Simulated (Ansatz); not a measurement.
Born–Oppenheimer molecular dynamics of C$_{3}$H$_{4}$F$_{2}$OSi (11 atoms, charge 0, multiplicity 1). It starts from a relaxed structure.

Level of theory: RKS PBE0/STO-3G in Ansatz 0.2.0.

```yaml
ensemble: NVE (velocity Verlet)
time_step: 0.5 fs
steps_asked: 250
starting_velocities_drawn_for: 100 K
seed: 676840
```

Frames 0.5 fs apart, positions in Å, forces in eV/Å.

Velocities at 55.0 fs (Å/ps):

```
C 1.45 0.60 -0.49
C 1.50 2.49 -0.49
C -2.85 -0.87 -0.75
Si -1.59 -0.57 0.83
F 1.09 -0.53 0.41
F 0.60 0.70 -1.28
O 1.81 -0.60 1.72
H -7.78 -5.08 -5.50
H -8.11 2.28 0.42
H 1.50 -0.37 -8.81
H -3.05 -1.05 0.27
```

```xyz
11
Properties=species:S:1:pos:R:3:forces:R:3 time_fs=55.0 energy_less_start_eV=0.075 T=36
C 0.094 -1.994 -0.347 -0.43 0.48 0.00
C -0.106 -0.683 -0.115 0.37 -0.35 -0.15
C 0.796 0.436 0.466 -0.17 -0.33 0.83
Si -0.618 1.532 -0.009 -0.11 0.66 -0.49
F -0.538 2.559 -1.280 0.03 -0.29 0.44
F -1.393 2.341 1.163 -0.10 -0.08 -0.07
O -1.295 0.007 -0.485 -0.20 -0.12 0.00
H 0.985 -2.551 -0.047 -0.02 0.26 -0.05
H -0.703 -2.536 -0.863 0.13 -0.19 0.14
H 1.744 0.559 -0.065 0.23 -0.06 0.19
H 0.930 0.342 1.571 0.27 0.02 -0.82
11
Properties=species:S:1:pos:R:3:forces:R:3 time_fs=55.5 energy_less_start_eV=0.077 T=34
C 0.095 -1.993 -0.347 -0.65 0.53 -0.09
C -0.105 -0.682 -0.115 0.38 -0.47 -0.15
C 0.795 0.435 0.466 0.02 -0.27 0.74
Si -0.619 1.532 -0.009 -0.08 0.67 -0.52
F -0.538 2.558 -1.280 0.02 -0.30 0.44
F -1.393 2.342 1.162 -0.12 -0.06 -0.05
O -1.294 0.006 -0.485 -0.25 -0.11 -0.03
H 0.981 -2.553 -0.050 0.09 0.20 0.00
H -0.707 -2.535 -0.862 0.21 -0.13 0.19
H 1.745 0.558 -0.069 0.09 -0.07 0.29
H 0.929 0.342 1.570 0.29 0.02 -0.81
11
Properties=species:S:1:pos:R:3:forces:R:3 time_fs=56.0 energy_less_start_eV=0.079 T=33
C 0.096 -1.993 -0.347 -0.85 0.57 -0.17
C -0.105 -0.681 -0.115 0.37 -0.58 -0.16
C 0.794 0.435 0.466 0.21 -0.21 0.59
Si -0.620 1.532 -0.009 -0.06 0.68 -0.55
F -0.537 2.558 -1.280 0.02 -0.30 0.44
F -1.393 2.342 1.161 -0.14 -0.05 -0.02
O -1.293 0.006 -0.484 -0.30 -0.11 -0.05
H 0.977 -2.555 -0.053 0.21 0.15 0.04
H -0.710 -2.534 -0.861 0.28 -0.08 0.23
H 1.746 0.558 -0.072 -0.05 -0.08 0.37
H 0.929 0.341 1.567 0.30 0.01 -0.71
11
Properties=species:S:1:pos:R:3:forces:R:3 time_fs=56.5 energy_less_start_eV=0.079 T=32
C 0.096 -1.992 -0.348 -1.00 0.60 -0.23
C -0.104 -0.680 -0.116 0.36 -0.67 -0.16
C 0.792 0.434 0.466 0.37 -0.14 0.38
Si -0.621 1.531 -0.008 -0.03 0.68 -0.57
F -0.537 2.558 -1.280 0.02 -0.30 0.44
F -1.393 2.342 1.161 -0.16 -0.03 0.00
O -1.292 0.006 -0.483 -0.35 -0.11 -0.07
H 0.974 -2.556 -0.056 0.31 0.11 0.07
H -0.713 -2.534 -0.860 0.33 -0.04 0.25
H 1.747 0.557 -0.075 -0.17 -0.09 0.44
H 0.929 0.341 1.563 0.32 0.00 -0.55
11
Properties=species:S:1:pos:R:3:forces:R:3 time_fs=57.0 energy_less_start_eV=0.079 T=32
C 0.096 -1.992 -0.348 -1.09 0.61 -0.26
C -0.103 -0.679 -0.116 0.33 -0.73 -0.17
C 0.791 0.434 0.466 0.50 -0.07 0.14
Si -0.622 1.531 -0.008 0.00 0.66 -0.58
F -0.536 2.557 -1.279 0.01 -0.30 0.43
F -1.392 2.343 1.160 -0.18 -0.02 0.03
O -1.291 0.005 -0.482 -0.39 -0.11 -0.09
H 0.972 -2.557 -0.058 0.38 0.08 0.10
H -0.715 -2.534 -0.858 0.35 -0.02 0.25
H 1.748 0.556 -0.076 -0.25 -0.09 0.48
H 0.930 0.340 1.557 0.33 -0.03 -0.34
11
Properties=species:S:1:pos:R:3:forces:R:3 time_fs=57.5 energy_less_start_eV=0.078 T=33
C 0.096 -1.991 -0.348 -1.10 0.60 -0.26
C -0.102 -0.678 -0.116 0.30 -0.77 -0.17
C 0.790 0.433 0.466 0.59 0.00 -0.11
Si -0.622 1.531 -0.008 0.03 0.64 -0.59
F -0.536 2.557 -1.279 0.01 -0.29 0.42
F -1.392 2.343 1.160 -0.19 0.00 0.05
O -1.291 0.005 -0.481 -0.42 -0.10 -0.10
H 0.970 -2.558 -0.060 0.41 0.07 0.12
H -0.716 -2.533 -0.856 0.33 -0.01 0.24
H 1.748 0.555 -0.077 -0.31 -0.08 0.50
H 0.932 0.340 1.550 0.35 -0.05 -0.09
11
Properties=species:S:1:pos:R:3:forces:R:3 time_fs=58.0 energy_less_start_eV=0.077 T=34
C 0.096 -1.990 -0.349 -1.04 0.57 -0.24
C -0.101 -0.678 -0.117 0.26 -0.78 -0.17
C 0.788 0.432 0.466 0.63 0.05 -0.35
Si -0.623 1.531 -0.008 0.06 0.62 -0.59
F -0.535 2.557 -1.278 0.01 -0.28 0.41
F -1.392 2.343 1.159 -0.21 0.01 0.07
O -1.290 0.004 -0.480 -0.45 -0.10 -0.12
H 0.969 -2.559 -0.063 0.41 0.08 0.12
H -0.716 -2.533 -0.852 0.29 -0.03 0.21
H 1.747 0.554 -0.076 -0.32 -0.07 0.48
H 0.934 0.339 1.543 0.36 -0.07 0.17
11
Properties=species:S:1:pos:R:3:forces:R:3 time_fs=58.5 energy_less_start_eV=0.075 T=36
C 0.095 -1.989 -0.349 -0.91 0.51 -0.18
C -0.099 -0.677 -0.117 0.20 -0.77 -0.16
C 0.788 0.432 0.466 0.63 0.10 -0.54
Si -0.624 1.531 -0.007 0.09 0.58 -0.59
F -0.534 2.556 -1.278 0.01 -0.27 0.39
F -1.392 2.344 1.158 -0.23 0.03 0.09
O -1.290 0.004 -0.480 -0.47 -0.09 -0.13
H 0.970 -2.559 -0.064 0.37 0.11 0.11
H -0.716 -2.533 -0.849 0.23 -0.05 0.16
H 1.746 0.553 -0.074 -0.28 -0.05 0.43
H 0.938 0.339 1.537 0.36 -0.10 0.42
11
Properties=species:S:1:pos:R:3:forces:R:3 time_fs=59.0 energy_less_start_eV=0.073 T=38
C 0.095 -1.988 -0.350 -0.72 0.43 -0.11
C -0.098 -0.677 -0.118 0.14 -0.73 -0.16
C 0.787 0.431 0.466 0.60 0.14 -0.66
Si -0.625 1.532 -0.007 0.12 0.53 -0.58
F -0.534 2.555 -1.277 0.01 -0.25 0.37
F -1.392 2.344 1.158 -0.24 0.04 0.12
O -1.289 0.004 -0.479 -0.49 -0.09 -0.14
H 0.971 -2.560 -0.066 0.30 0.17 0.09
H -0.715 -2.533 -0.845 0.14 -0.09 0.10
H 1.744 0.551 -0.071 -0.20 -0.03 0.35
H 0.942 0.338 1.531 0.35 -0.12 0.62
11
Properties=species:S:1:pos:R:3:forces:R:3 time_fs=59.5 energy_less_start_eV=0.070 T=40
C 0.094 -1.987 -0.350 -0.50 0.32 -0.03
C -0.097 -0.677 -0.118 0.07 -0.67 -0.15
C 0.786 0.431 0.465 0.54 0.17 -0.69
Si -0.625 1.532 -0.007 0.15 0.48 -0.56
F -0.533 2.555 -1.276 0.01 -0.23 0.35
F -1.392 2.344 1.157 -0.26 0.05 0.14
O -1.289 0.003 -0.478 -0.50 -0.08 -0.14
H 0.973 -2.560 -0.067 0.20 0.23 0.06
H -0.714 -2.533 -0.840 0.04 -0.14 0.04
H 1.742 0.550 -0.067 -0.09 0.00 0.25
H 0.947 0.336 1.527 0.32 -0.13 0.74
11
Properties=species:S:1:pos:R:3:forces:R:3 time_fs=60.0 energy_less_start_eV=0.068 T=42
C 0.093 -1.985 -0.351 -0.26 0.21 0.06
C -0.096 -0.677 -0.119 0.00 -0.59 -0.14
C 0.785 0.430 0.465 0.46 0.18 -0.61
Si -0.626 1.532 -0.007 0.18 0.43 -0.54
F -0.533 2.554 -1.276 0.01 -0.21 0.32
F -1.391 2.345 1.157 -0.27 0.07 0.15
O -1.288 0.003 -0.477 -0.51 -0.07 -0.15
H 0.976 -2.559 -0.068 0.10 0.29 0.03
H -0.712 -2.534 -0.836 -0.06 -0.19 -0.02
H 1.739 0.548 -0.063 0.05 0.02 0.13
H 0.953 0.335 1.525 0.28 -0.13 0.78
11
Properties=species:S:1:pos:R:3:forces:R:3 time_fs=60.5 energy_less_start_eV=0.065 T=44
C 0.092 -1.984 -0.351 -0.02 0.07 0.14
C -0.094 -0.677 -0.119 -0.08 -0.49 -0.14
C 0.785 0.430 0.465 0.39 0.17 -0.44
Si -0.627 1.532 -0.008 0.21 0.37 -0.51
F -0.532 2.554 -1.275 0.01 -0.19 0.29
F -1.391 2.345 1.156 -0.28 0.08 0.17
O -1.288 0.002 -0.477 -0.51 -0.07 -0.15
H 0.978 -2.558 -0.069 0.00 0.35 0.00
H -0.711 -2.534 -0.832 -0.14 -0.23 -0.08
H 1.736 0.546 -0.058 0.20 0.05 0.00
H 0.960 0.333 1.525 0.22 -0.13 0.73
```

Of the whole run (125 fs, mean temperature of the second half 49 K): The conserved energy stayed within 0.051 meV per atom of its start (net change 0.041 meV per atom), so the integration is sound. The temperature averaged 0.49 of the 100 K drawn at the start: a run that starts near a minimum puts about half its kinetic energy into the potential. A run of 0.12 ps of so small a system gives no equilibrium averages. Limits of this set-up: minimal basis.

Run time: 7.3 min on 1 thread of Arm Neoverse V2, with other jobs on the host, peak memory 0.1 GiB.
